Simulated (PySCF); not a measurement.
## Exercise with solution: chemical shift, span and skew from a shielding tensor

CH₇FN₂Si, SMILES N[Si@@H](NC)F. Atoms are numbered in the order given.

```xyz
12

C      2.1848     0.0281     0.9581
N      1.0553    -0.5180     0.2329
Si    -0.4970     0.1775     0.0829
N     -1.5918    -1.0845    -0.2979
F     -0.7024     1.2273    -1.1532
H      1.8342     0.8028     1.6580
H      2.6984    -0.7424     1.5603
H      2.9399     0.5004     0.3015
H      1.2926    -1.2700    -0.4091
H     -0.6986     1.0067     1.3033
H     -2.4586    -0.8781    -0.7835
H     -1.6816    -1.9019     0.2953
```

Coordinates come from a r2SCAN-D4/def2-SVP optimisation. The structure was generated by enumeration; whether it is a known compound was not checked. Other conformers were not sampled.

GIAO shieldings from PBE/pcSseg-1 (PySCF), non-relativistic, no solvent. The symmetric part of the tensor of C1 has the principal values 122.7, 146.5, 182.2 ppm. The same nucleus in TMS has σ = 182.0 ppm at this level (PySCF, at its B3LYP-D3(BJ)/def2-TZVP geometry).

**Question.** Work out the isotropic shielding, the ¹³C shift against TMS, the span and the skew.

**Answer.** 
σ(iso) = (σ11 + σ22 + σ33)/3 = 150.5 ppm. δ = σ(ref) − σ(iso) = 182.0 − (150.5) = 31.5 ppm.
Span Ω = σ33 − σ11 = 59.5 ppm. Skew κ = 3(σ(iso) − σ22)/Ω = 0.20. Tumbling in solution averages the tensor to δ; in a static solid the shielding alone would spread this spin-1/2 line over Ω.
